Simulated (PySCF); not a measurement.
Species: methylenecyclohexane, C7H12.
Bonds: C1–C2 (double), C2–C3, C3–C4, C4–C5, C5–C6, C6–C7, C2–C7. Hydrogens: H8, H9 on C1; H10, H11 on C3; H12, H13 on C4; H14, H15 on C5; H16, H17 on C6; H18, H19 on C7.

All values: PBE0/pcSseg-1 and wB97X-D/def2-SVPD (PySCF, non-relativistic), on one gas-phase PBE0-D3(BJ)/def2-SVP geometry that isn't relaxed in the solvent. The solvent is an IEF-PCM continuum (van der Waals radii × 1.2). Only the electrostatic response of the medium enters.

Gas phase at PBE0/pcSseg-1: HOMO -6.98 eV, LUMO 0.44 eV, dipole 0.64 D.

Task: What does the continuum do to the energy, the frontier levels and the dipole at PBE0/pcSseg-1 in cyclohexane and dimethylsulfoxide?

Result: 
```
          solvent      ε  E(solvent) − E(gas) (kcal/mol)  polarisation term (kcal/mol)  distortion of the solute (kcal/mol)  HOMO (eV)  LUMO (eV)  dipole (D)
      cyclohexane  2.017                           -0.59                         -0.62                                 0.03      -6.98       0.46        0.75
dimethylsulfoxide  46.83                           -1.57                         -1.74                                 0.17      -7.03       0.43        0.94
```

Polarisation term: ½ Σ q·V over the induced surface charges. Distortion: the rise of the solute's own energy as its density leaves the gas-phase optimum. From cyclohexane to dimethylsulfoxide the lowering changes by a factor 2.68, Onsager's factor (ε − 1)/(2ε + 1) by 2.40 and ε itself by 23.2.

Task: Which IAO charges (PBE0/pcSseg-1) respond most in cyclohexane (means over atoms taken as equivalent)?

Result: 
| atoms | environment | gas (e) | solvent (e) | change |
| --- | --- | --- | --- | --- |
| C1 | terminal =CH2 carbon | -0.342 | -0.350 | -0.008 |
| C3/C7 | allylic carbon | -0.258 | -0.260 | -0.002 |
| H10/H11/H18/H19 | methylene hydrogen | +0.133 | +0.135 | +0.002 |
| H8/H9 | vinylic hydrogen | +0.138 | +0.139 | +0.001 |
| H14/H15 | methylene hydrogen | +0.127 | +0.128 | +0.001 |
| C5 | ring CH2 carbon | -0.251 | -0.252 | -0.001 |
| H12/H13/H16/H17 | methylene hydrogen | +0.130 | +0.130 | 0.000 |
| C2 | fully substituted alkene carbon | +0.026 | +0.027 | +0.001 |

Gas phase at wB97X-D/def2-SVPD: HOMO -8.82 eV, LUMO 2.03 eV, dipole 0.70 D.

Task: What does the continuum do to the energy, the frontier levels and the dipole at wB97X-D/def2-SVPD in cyclohexane and dimethylsulfoxide?

Result: 
| solvent | ε | E(solvent) − E(gas) (kcal/mol) | polarisation term (kcal/mol) | distortion of the solute (kcal/mol) | HOMO (eV) | LUMO (eV) | dipole (D) |
| --- | --- | --- | --- | --- | --- | --- | --- |
| cyclohexane | 2.017 | -0.64 | -0.64 | 0.00 | -8.82 | 2.07 | 0.82 |
| dimethylsulfoxide | 46.83 | -1.66 | -1.82 | 0.16 | -8.87 | 2.07 | 1.03 |

Task: How does the static polarisability (wB97X-D/def2-SVPD, frozen core, with the continuum's full static response) change?

Result: 
```csv
medium,isotropic (au),principal values (au),⟨r²⟩ of the electrons (bohr²)
gas,82.4,"68.8, 80.2, 98.1",781.7
cyclohexane,93.3,"78.1, 90.4, 111.4",781.9
dimethylsulfoxide,114.9,"100.6, 109.2, 134.9",781.7
```

The isotropic value in dimethylsulfoxide is 1.39 times the gas-phase one; no cavity-field correction is applied. ⟨r²⟩ is taken about the centre of nuclear charge.

Time: 55 s wall; peak memory 0.97 GiB. Hardware: AMD EPYC, one thread (shared host). This is the whole shielding run at PBE0/pcSseg-1 in dimethylsulfoxide, SCF included.

The pairwise dispersion term of wB97X-D wasn't added to the energies; at a given geometry it leaves orbitals and properties as they are.
